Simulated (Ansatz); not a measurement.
Results of the Gaussian-basis code of Ansatz.

`C=N[SiH2]N1BC1` at its PBE0-D4/def2-TZVP geometry, where that method's forces vanish. The species carries charge 0 and has multiplicity 1.

| atom | x (Å) | y (Å) | z (Å) |
| --- | --- | --- | --- |
| C1 | -0.6101 | 2.4069 | -0.4196 |
| N2 | 0.2277 | 2.1052 | 0.4675 |
| Si3 | 0.7689 | 0.5190 | 0.8928 |
| N4 | 0.0396 | -0.7323 | -0.0390 |
| B5 | -0.7181 | -1.4008 | -0.9479 |
| C6 | 0.1787 | -2.2316 | -0.0204 |
| H7 | -0.8723 | 3.4571 | -0.5956 |
| H8 | -1.1242 | 1.6765 | -1.0613 |
| H9 | 2.2377 | 0.4748 | 0.6926 |
| H10 | 0.4480 | 0.3001 | 2.3239 |
| H11 | -1.5075 | -1.2350 | -1.8142 |
| H12 | 1.1444 | -2.6144 | -0.3459 |
| H13 | -0.2128 | -2.7253 | 0.8672 |

Task: For each bond, give half the difference of the two atoms' forces along it (eV/Å; positive pushes the atoms apart) under PBE-D4, r2SCAN-D4, B3LYP-D4, ωB97M-V in def2-TZVPP. (An estimate is asked.)

Result: The calculation gave: 
```
   bond  length (Å)  PBE-D4  r2SCAN-D4  B3LYP-D4  ωB97M-V
  C1–N2       1.257    0.63       0.29      0.14     0.07
  C1–H7       1.097   -0.02      -0.06     -0.11    -0.11
  C1–H8       1.100   -0.03      -0.05     -0.07    -0.08
 N2–Si3       1.729   -0.09      -0.07      0.05     0.12
 Si3–N4       1.722   -0.09      -0.17      0.00     0.05
 Si3–H9       1.483    0.04      -0.02     -0.11    -0.18
Si3–H10       1.483    0.04      -0.02     -0.11    -0.18
  N4–B5       1.359    0.34       0.23      0.08     0.09
  N4–C6       1.506    0.31       0.37      0.30     0.22
  B5–C6       1.534    0.24       0.15      0.22     0.27
 B5–H11       1.184   -0.13      -0.11     -0.15    -0.20
 C6–H12       1.089    0.05      -0.07     -0.12    -0.14
 C6–H13       1.089    0.05      -0.07     -0.12    -0.14
```

B3LYP here is the variant with VWN-RPA as its local correlation; programs differ in this.
